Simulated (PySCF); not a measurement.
A series of related compounds: `C=C[P@](=O)(O)CCCC`, C6H13O2P; SMILES [P@@](C=C)(=O)(O)C[SiH3], C3H9O2PSi; SMILES C=C[P@@](=O)(O)C1CC1, C5H9O2P; SMILES C=CC[P@@](=O)(O)C=C, C5H9O2P; `InChI=1S/C6H7O3P/c1-2-10(7,8)6-3-4-9-5-6/h2-5H,1H2,(H,7,8)`; SMILES C=C[P@@](=O)(O)C(C)C, C5H11O2P.

Non-relativistic, in vacuum, a single conformation, averaged over atoms made equivalent by symmetry, fast rotation or ring inversion. GFN2-xTB structure; shieldings: GIAO PBE0/pcSseg-1; PySCF 2.14.0 with density-fitted response routines.

Referencing at the same level of theory: ³¹P vs H3PO4.

Question: How does the ³¹P shift change along the series?

Answer: 
```tsv
compound	change	δ (ppm)	HOMO–LUMO gap (eV)
C=C[P@](=O)(O)CCCC	base	30.5	7.21
C=C[P@@](=O)(O)C[SiH3]	nBu replaced by CH2SiH3	31.1	7.26
C=C[P@@](=O)(O)C1CC1	nBu replaced by cPr	30.8	7.21
C=CC[P@@](=O)(O)C=C	nBu replaced by allyl	25.8	6.70
C=C[P@](=O)(O)c1ccoc1	nBu replaced by 3-furyl	12.9	6.25
C=C[P@@](=O)(O)C(C)C	nBu replaced by iPr	37.1	7.15
```
